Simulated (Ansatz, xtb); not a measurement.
## From O to Te: the atomisation energy (no zero-point term)

Gas-phase molecules, one atom swapped for its congeners: C2H5O (methoxymethyl) `[CH2]OC`; C2H5S `[CH2]SC`; Te(CH2)(CH3). The Se member is missing. All are doublets with charge 0.

Shapes, held fixed at every level: PBE0-D4/def2-TZVP. Flexible molecules stand in one conformer, not always the lowest. Programs: Ansatz 0.2.0, xtb 6.7.1. Values in eV.

```tsv
level	C2H5O	C2H5S	Te(CH2)(CH3)
GFN0-xTB	32.41	30.64	29.26
PBE-D4/def2-TZVPP	30.95	29.68	28.03
r2SCAN-D4/def2-TZVPP	30.36	29.25	27.56
BHLYP-D4/def2-TZVPP	29.30	28.32	26.73
PBE0-D4/def2-TZVPP	30.32	29.25	27.57
wB97X-V/def2-TZVPP	30.21	29.07	27.38
CCSD(T)/def2-SVP	28.72	27.27	25.63
CCSD(T)/def2-TZVPP	29.40	28.19	26.74
```

At CCSD(T)/def2-TZVPP the atomisation energy falls at every step, from 29.40 to 26.74 eV. Every level shows the same order. Spin contamination: Te(CH2)(CH3) (⟨S²⟩ up to 0.78). Open shells run unrestricted. For atoms past krypton def2 sets carry core potentials with scalar relativity. Outer-core shells of Te are correlated, in sets that cover them unevenly. GFN0-xTB strays far from the other rows. xTB rows lack spin polarisation. Spin-orbit coupling, which grows down the group, is left out (summed over each molecule's free atoms 0.02, 0.03, 0.27 eV). Coupled cluster in double- or triple-zeta sets underbinds by a few per cent against its basis-set limit.
